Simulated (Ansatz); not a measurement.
Stepwise reaction of `[SnH4]` with hydrogen chloride, as a gas-phase model of exchange steps in deposition or etching. ΔE in kJ/mol.

Isolated molecules relaxed with PBE0-D4/def2-TZVP in Ansatz; ΔE leaves out vibrations. CBS: MP2 limit from def2 TZ/QZ plus the TZ coupled-cluster correction, frozen cores. This one scheme is used for every species. Functionals use def2-TZVPP. B3LYP here is the variant with VWN-RPA as its local correlation; programs differ in this. Elements past krypton have def2 core potentials. For Sn outer-core shells are correlated without core-valence functions, which leaves a few kJ/mol of doubt a bond.

| step | reaction | PBE-D4 | B3LYP-D4 | ωB97M-V | CCSD(T)/CBS |
| --- | --- | --- | --- | --- | --- |
| 1 | `[SnH4]` + HCl → `[Cl][SnH3]` + H₂ | -69.4 | -71.9 | -69.3 | -74.5 |
| 2 | `[Cl][SnH3]` + HCl → `[Cl][SnH2][Cl]` + H₂ | -71.6 | -72.5 | -69.4 | -74.1 |
| 3 | `[Cl][SnH2][Cl]` + HCl → `[Cl][SnH]([Cl])[Cl]` + H₂ | -66.8 | -67.4 | -64.0 | -68.4 |
| 4 | `[Cl][SnH]([Cl])[Cl]` + HCl → `[Cl][Sn]([Cl])([Cl])[Cl]` + H₂ | -57.9 | -58.9 | -54.9 | -58.9 |

(1) By hand: ΔE of the 4 steps together at CCSD(T)/CBS.

Answers

(1) (-74.5) + (-74.1) + (-68.4) + (-58.9) = -275.9 kJ/mol, or -69.0 kJ/mol a step.

In ΔE step 1 is the lowest and step 4 the highest. All are downhill at CCSD(T)/CBS. PBE-D4 differs from CCSD(T)/CBS by 1.0 to 5.1 kJ/mol a step. Isolated molecules leave out the surface, adducts and barriers. Largest T1 diagnostic: 0.013.
